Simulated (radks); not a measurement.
Question: Species: In II. Configuration: [Kr] 4d10 5s1.5 5p0.5 (fractional occupations, a model configuration). Method: scalar-relativistic Kohn-Sham, LDA (Slater exchange, Perdew-Wang correlation), spin-unpolarised, spherical densities, finite nucleus; Fermi nuclear charge, rms radius 4.6156 fm; computed with a radial shooting solver on a logarithmic mesh with Libxc functionals. Some entries of the table are withheld. Estimate them.

| orbital | occ. | eigenvalue (hartree) | <r^2> (bohr^2) |
|---|---|---|---|
| 1s | 2 | -1018.983 | 0.001197 |
| 2s | 2 | -152.8677 | 0.01951 |
| 2p | 6 | -137.3307 | 0.01537 |
| 3s | 2 | -29.23757 | (1) |
| 3p | 6 | (2) | 0.1402 |
| 3d | 10 | (3) | (4) |
| 4s | 2 | (5) | 0.8141 |
| 4p | 6 | -3.17640 | 0.9725 |
| 4d | 10 | (6) | 1.663 |
| 5s | 1.5 | -0.58097 | 6.816 |
| 5p | 0.5 | -0.33496 | 11.07 |

Answer: 
(1) 3s <r^2> (bohr^2): 0.1395
(2) 3p eigenvalue (hartree): -24.14824
(3) 3d eigenvalue (hartree): -16.22023
(4) 3d <r^2> (bohr^2): 0.1252
(5) 4s eigenvalue (hartree): -4.69807
(6) 4d eigenvalue (hartree): -0.99378
